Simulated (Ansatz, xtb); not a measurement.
## CH7SeSi+: where a starting geometry ends

The starting geometry of this gas-phase singlet has its atoms placed at random.

```xyz
10

C    -0.0230   -1.8319   -0.3990
Se    1.0133   -0.8762   -1.7026
Si   -0.1864    1.0548    0.2132
H     0.9692    1.4737    1.0564
H    -0.5496    1.2638   -1.4684
H     1.1836   -1.0075    0.0990
H     1.9219    0.1977   -0.6479
H     1.7204    0.6569   -1.6178
H    -1.7903    1.4811   -0.7180
H    -0.6712   -1.3958   -1.0390
```

Q: One run relaxed it with r2SCAN-D4/def2-SVP. What is a likely outcome?

A: It ends as `[SiH3]C[SeH2+]`. Distances that change by over a tenth: Se2–H7 (1.76 → 1.48 Å), Se2–H8 (1.69 → 1.48 Å), Si3–H5 (1.73 → 1.49 Å). Contacts that open: Se2–H6 (1.81 → 2.46 Å), Se2–H10 (1.88 → 2.46 Å). Contacts that close: C1–Si3 (2.96 → 1.92 Å), C1–H6 (1.54 → 1.10 Å), Si3–H9 (1.90 → 1.48 Å).

The energy falls by 14.81 eV over 15 steps:

```
step  E − E(last) (eV)
   1            14.806
   3             7.765
   4             5.798
   6             2.778
   7             1.510
   9             0.279
  10             0.089
  12             0.006
  13             0.001
  15             0.000
```

Final geometry (Å):

```xyz
10

C     0.0795   -0.7586   -0.5311
Se    1.7946   -0.9784   -1.4601
Si   -0.4352    1.0526   -0.1349
H     0.6420    1.6139    0.7253
H    -0.4926    1.7648   -1.4407
H     0.1964   -1.3831    0.3711
H     2.5940   -0.0579   -0.6168
H     1.5942    0.0669   -2.4918
H    -1.7493    0.9723    0.5478
H    -0.6359   -1.2760   -1.1929
```

From the same start GFN2-xTB ends elsewhere, in pieces: CH5SeSi + H2.

From so rough a start the end depends on the optimiser's path, so another program may land elsewhere. The end wasn't checked by frequencies. Run with Ansatz 0.2.0, 34 s on 2 threads of Arm Neoverse V1 (shared host).
